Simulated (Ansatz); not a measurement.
`OC(F)[SiH2][SiH3]` and `OCF` differ in one atom or group.

Ansatz, PBE0-D4/def2-TZVP geometries, multiplicity 1. Each molecule was computed in one conformer, which needn't be the lowest.

| property | `OC(F)[SiH2][SiH3]` |
| --- | --- |
| HOMO–LUMO gap (PBE/def2-TZVPP) / eV | 6.11 |
| LUMO energy (ωB97M-V/def2-TZVPP) / eV | 1.74 |
| size of the dipole moment (PBE/def2-TZVPP) / D | 1.64 |
| HOMO–LUMO gap (PBE0/def2-TZVPP) / eV | 8.28 |
| HOMO energy (PBE/def2-TZVPP) / eV | -6.92 |
| HOMO–LUMO gap (B3LYP/def2-TZVPP) / eV | 7.90 |

(1) Give the same properties after the change, and the shifts. (Estimate.)

Answers

(1) Computed: 
```json
{"property": "HOMO–LUMO gap (PBE/def2-TZVPP) / eV", "`OCF`": "7.46", "shift": "1.35"}
{"property": "LUMO energy (ωB97M-V/def2-TZVPP) / eV", "`OCF`": "2.43", "shift": "0.69"}
{"property": "size of the dipole moment (PBE/def2-TZVPP) / D", "`OCF`": "1.72", "shift": "0.08"}
{"property": "HOMO–LUMO gap (PBE0/def2-TZVPP) / eV", "`OCF`": "10.11", "shift": "1.83"}
{"property": "HOMO energy (PBE/def2-TZVPP) / eV", "`OCF`": "-7.37", "shift": "-0.45"}
{"property": "HOMO–LUMO gap (B3LYP/def2-TZVPP) / eV", "`OCF`": "9.45", "shift": "1.55"}
```

With PBE0 the HOMO falls by 0.86 eV and the LUMO rises by 0.97 eV, so the gap widens by about 1.83 eV. PBE moves the HOMO by -0.45 eV and ωB97M-V by -1.22 eV. Dipoles are sizes alone; their direction can turn.

B3LYP here is the variant with VWN-RPA as its local correlation; programs differ in this.
